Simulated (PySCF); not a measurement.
How methods differ on the excitation energy of Ar²⁺

Ar²⁺ [Ne] 3s2 3p4 (3P) → Ar²⁺ [Ne] 3s1 3p4 3d1 (high-spin determinant), as a difference of total energies. All numbers are calculated (PySCF 2.14, the spin-free X2C one-electron Hamiltonian (Gaussian nucleus), in aug-cc-pCVTZ-DK (8s7p5d3f, 75 functions)). Correlated levels: nothing frozen. The calculations carry no spin-orbit coupling.

| method | excitation energy (cm⁻¹) |
| --- | --- |
| UHF | 254840 |
| MP2 (all electrons) | 259960 |
| SCS-MP2 (all electrons) | 260850 |
| CCSD (all electrons) | 254530 |
| CCSD(T) (all electrons) | 252250 |

The promoted electron is Rydberg-like, and one or two diffuse shells describe it only roughly, which tends to raise the upper state.

The coupled-cluster amplitudes are large for the upper state (T1 above 0.03 or a double amplitude above 0.15), so a single reference is strained.

The determinant of the upper state mixes LS terms, which raises its energy above the lowest term, most at the Hartree-Fock and MP2 levels.
